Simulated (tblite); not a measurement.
Record of a relaxation.

Compound: C5H12BNO.
Numbering: `[BH3-:1][N+:2]#[C:3][C@H:4]([CH2:5][CH3:6])[O:7][CH3:8]` (hydrogens: H9, H10, H11 on B1; H12 on C4; H13, H14 on C5; H15, H16, H17 on C6; H18, H19, H20 on C8)
Bond orders are those of one Lewis drawing.

Computed with GFN2-xTB (tblite), gas phase: L-BFGS steps from a force-field or distance-geometry start until the largest atomic force falls under 0.01 eV/Å. 4 of its 117 geometries are shown.

Step 0: E = -679.9684 eV, largest atomic force 2.507 eV/Å
```
atom  x, y, z in Å  |  force x, y, z in eV/Å
B1      3.415    0.148    0.442   -0.333   0.269   0.072
N2      1.930    0.177    0.218    2.476  -0.243   0.311
C3      0.804    0.194    0.046   -1.794  -0.311  -0.359
C4     -0.641    0.242   -0.221    0.873   0.073   0.694
C5     -1.218   -1.105   -0.590    0.133  -0.745  -1.174
C6     -0.997   -2.114    0.507   -0.353  -0.092   1.718
O7     -0.870    1.208   -1.213   -0.379   0.329   0.192
C8     -1.577    2.222   -0.561   -0.121   1.163   0.041
H9      3.981   -0.237   -0.524   -0.286   0.023  -0.284
H10     3.683   -0.547    1.359   -0.379  -0.263   0.211
H11     3.700    1.266    0.724   -0.058   0.228  -0.104
H12    -1.108    0.606    0.740    0.311  -0.651  -0.432
H13    -0.716   -1.502   -1.506   -0.504   0.636   0.374
H14    -2.299   -0.989   -0.776    0.455   0.074  -0.212
H15    -0.336   -1.652    1.290   -0.549  -0.713  -0.556
H16    -1.985   -2.347    0.980    0.971  -0.023  -0.167
H17    -0.540   -3.040    0.160   -0.115   0.204   0.099
H18    -0.964    2.611    0.272   -0.144   0.161  -0.101
H19    -1.774    3.083   -1.222   -0.087  -0.641  -0.003
H20    -2.494    1.788   -0.127   -0.119   0.524  -0.320
```

Step 39: E = -680.5299 eV, largest atomic force 0.206 eV/Å
```
atom  x, y, z in Å  |  force x, y, z in eV/Å
B1      3.319    0.177    0.419    0.064   0.002   0.070
N2      1.875    0.295    0.329    0.056  -0.035   0.061
C3      0.727    0.308    0.271   -0.105   0.000  -0.093
C4     -0.694    0.247   -0.018   -0.011  -0.106   0.096
C5     -1.022   -1.165   -0.542   -0.045   0.058  -0.176
C6     -0.943   -2.265    0.505    0.039   0.161   0.025
O7     -1.021    1.173   -1.041   -0.037  -0.196   0.051
C8     -1.576    2.382   -0.601    0.079  -0.006  -0.031
H9      3.639   -0.254   -0.648    0.085   0.072   0.041
H10     3.508   -0.602    1.307    0.034   0.031  -0.022
H11     3.732    1.268    0.667    0.050  -0.069  -0.063
H12    -1.246    0.456    0.915   -0.114  -0.010  -0.134
H13    -0.339   -1.373   -1.371   -0.061  -0.003   0.083
H14    -2.033   -1.117   -0.948   -0.054  -0.019  -0.087
H15    -0.022   -2.185    1.074    0.107  -0.087  -0.017
H16    -1.776   -2.202    1.202   -0.012  -0.011  -0.014
H17    -0.973   -3.227    0.002   -0.008  -0.048   0.119
H18    -0.900    2.908    0.076    0.067   0.143   0.036
H19    -1.729    2.966   -1.505   -0.046   0.109   0.039
H20    -2.532    2.219   -0.093   -0.087   0.014   0.016
```

Step 77: E = -680.6068 eV, largest atomic force 0.081 eV/Å
```
atom  x, y, z in Å  |  force x, y, z in eV/Å
B1      3.210    0.281    0.489   -0.015  -0.017  -0.018
N2      1.773    0.337    0.247   -0.037  -0.015   0.030
C3      0.629    0.307    0.112    0.035  -0.025  -0.003
C4     -0.802    0.170   -0.119    0.008   0.016   0.042
C5     -1.088   -1.258   -0.614    0.022   0.022   0.027
C6     -0.882   -2.286    0.491    0.039   0.030  -0.045
O7     -1.278    1.099   -1.069    0.035  -0.033  -0.065
C8     -1.418    2.405   -0.564    0.001   0.005  -0.012
H9      3.698   -0.131   -0.516   -0.003   0.036  -0.024
H10     3.325   -0.484    1.397    0.005  -0.033   0.054
H11     3.562    1.380    0.777   -0.005   0.044  -0.024
H12    -1.318    0.329    0.845   -0.033   0.003   0.063
H13    -0.430   -1.476   -1.455   -0.011  -0.007  -0.054
H14    -2.116   -1.273   -0.978   -0.027  -0.020   0.029
H15     0.160   -2.315    0.799    0.037   0.016   0.002
H16    -1.486   -2.050    1.364   -0.056  -0.010  -0.013
H17    -1.158   -3.273    0.133   -0.024  -0.040   0.000
H18    -0.487    2.767   -0.117    0.027   0.023  -0.010
H19    -1.681    3.034   -1.411   -0.012  -0.016   0.004
H20    -2.217    2.448    0.187    0.013   0.021   0.017
```

Step 116: E = -680.6359 eV, largest atomic force 0.010 eV/Å
```
atom  x, y, z in Å  |  force x, y, z in eV/Å
B1      3.129    0.395    0.552   -0.004   0.002  -0.006
N2      1.692    0.317    0.324   -0.003   0.000  -0.001
C3      0.554    0.229    0.168    0.000  -0.002   0.001
C4     -0.878    0.123   -0.067    0.000   0.001   0.002
C5     -1.216   -1.284   -0.587    0.000   0.003   0.000
C6     -0.857   -2.368    0.420    0.001   0.002  -0.002
O7     -1.328    1.060   -1.022   -0.001   0.000   0.003
C8     -1.211    2.404   -0.618    0.003  -0.004  -0.005
H9      3.643    0.029   -0.459    0.000   0.004   0.004
H10     3.338   -0.336    1.472    0.002  -0.005   0.000
H11     3.359    1.535    0.813   -0.001   0.005  -0.004
H12    -1.388    0.296    0.901    0.000   0.001   0.001
H13    -0.678   -1.438   -1.524   -0.003  -0.007   0.001
H14    -2.284   -1.302   -0.806    0.002   0.000  -0.003
H15     0.210   -2.362    0.631    0.004   0.001  -0.001
H16    -1.394   -2.220    1.354   -0.005  -0.001   0.005
H17    -1.122   -3.344    0.023   -0.001  -0.003  -0.002
H18    -0.164    2.698   -0.490    0.008   0.003   0.005
H19    -1.661    2.996   -1.412    0.006   0.002  -0.002
H20    -1.749    2.584    0.321   -0.007  -0.002   0.003
```

Task: Summarise the path.

Result: The energy falls by 15.39 kcal/mol from step 0 to step 116; nine tenths of that is first reached at step 55. It rises by more than 0.2 meV at step 38. The largest force goes from 2.507 to 0.010 eV/Å. Among the bonds B1–N2 changes most, from 1.502 to 1.457 Å; the atoms move by 0.579 Å rms after alignment.

What follows is the cost of the whole relaxation. Hardware: one thread, Arm Neoverse V2 (aarch64), no GPU, on a shared host. Cost: 0.64 s of wall time.
